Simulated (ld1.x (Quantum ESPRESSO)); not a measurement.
## Scattering properties, RRKJ potential for iron (Fe)

ld1.x (Quantum ESPRESSO) 7.5 input, shortened:

```
&input
   title='Fe', zed=26., rel=1, dft='WC', iswitch=3,
   config='[Ar] 3d6 4s1.5 4p0'
 /
 &inputp
   pseudotype=2, tm=.false., rho0=0.01, lloc=-1, rcloc=0.85,
   nlcc=.false.
 /
3
3S  1  0   2.00   0.00  1.10  1.10  0.0
3P  2  1   6.00   0.00  0.90  0.90  0.0
3D  3  2   6.00   0.00  1.70  1.70  0.0
 &test
   configts(1)='3s2 3p6 3d6 4s1.5 4p0'
 /
```

Occupied shells without a wave of their own: 4s. They enter only through the test configuration that unscreens the potential.

The phase is arctan(r·u′/u) with u = r·R(r), unwrapped; energies in Ry, scanned from -9 to 5 Ry. A pole is an energy at which the radial function vanishes at the test radius. The pseudo phase is shifted by a multiple of π to meet the all-electron one at the reference energy, and phase errors are pseudo minus all-electron; the curves can meet again beyond the range given. Levels narrower than the energy grid can be missing from the lists of poles.

```json
{"channel": "s", "radius (bohr)": "1.84", "reference energy (Ry)": "-7.20", "poles, all-electron": "-7.06", "poles, pseudo": "-7.06", "unbroken range about the reference energy with phases within 0.05 rad": "below 0.5", "phase error 1 Ry above the reference energy (rad)": "-0.000"}
{"channel": "p", "radius (bohr)": "1.84", "reference energy (Ry)": "-4.71", "poles, all-electron": "-4.47", "poles, pseudo": "-4.47", "unbroken range about the reference energy with phases within 0.05 rad": "the whole range", "phase error 1 Ry above the reference energy (rad)": "-0.000"}
{"channel": "d", "radius (bohr)": "1.84", "reference energy (Ry)": "-0.85", "poles, all-electron": "-0.27", "poles, pseudo": "-0.25", "unbroken range about the reference energy with phases within 0.05 rad": "below 1.6", "phase error 1 Ry above the reference energy (rad)": "+0.012"}
```

Phases in the p channel:

```tsv
E (Ry)	all-electron	pseudo
-9.00	1.367	1.367
-8.76	1.363	1.363
-8.52	1.359	1.359
-8.28	1.354	1.354
-8.04	1.349	1.349
-7.80	1.343	1.343
-7.56	1.337	1.337
-7.32	1.330	1.330
-7.08	1.322	1.322
-6.84	1.312	1.312
-6.60	1.301	1.301
-6.36	1.287	1.287
-6.12	1.269	1.269
-5.88	1.244	1.244
-5.64	1.205	1.205
-5.40	1.135	1.135
-5.16	0.958	0.958
-4.92	0.015	0.013
-4.68	-1.350	-1.350
-4.44	-1.590	-1.590
-4.20	-1.675	-1.675
-3.96	-1.721	-1.721
-3.72	-1.752	-1.752
-3.48	-1.776	-1.776
-3.24	-1.795	-1.796
-3.00	-1.813	-1.813
-2.76	-1.831	-1.831
-2.52	-1.847	-1.848
-2.28	-1.865	-1.865
-2.04	-1.883	-1.883
-1.80	-1.902	-1.903
-1.56	-1.923	-1.924
-1.32	-1.946	-1.947
-1.08	-1.973	-1.974
-0.84	-2.003	-2.004
-0.60	-2.037	-2.039
-0.36	-2.078	-2.080
-0.12	-2.127	-2.129
0.12	-2.187	-2.190
0.36	-2.260	-2.264
0.60	-2.353	-2.359
0.84	-2.472	-2.480
1.08	-2.625	-2.636
1.32	-2.819	-2.834
1.56	-3.052	-3.071
1.80	-3.308	-3.330
2.04	-3.557	-3.578
2.28	-3.772	-3.791
2.52	-3.946	-3.962
2.76	-4.082	-4.096
3.00	-4.188	-4.199
3.24	-4.271	-4.280
3.48	-4.337	-4.345
3.72	-4.391	-4.398
3.96	-4.435	-4.442
4.20	-4.472	-4.479
4.44	-4.504	-4.510
4.68	-4.532	-4.537
4.92	-4.556	-4.561
```
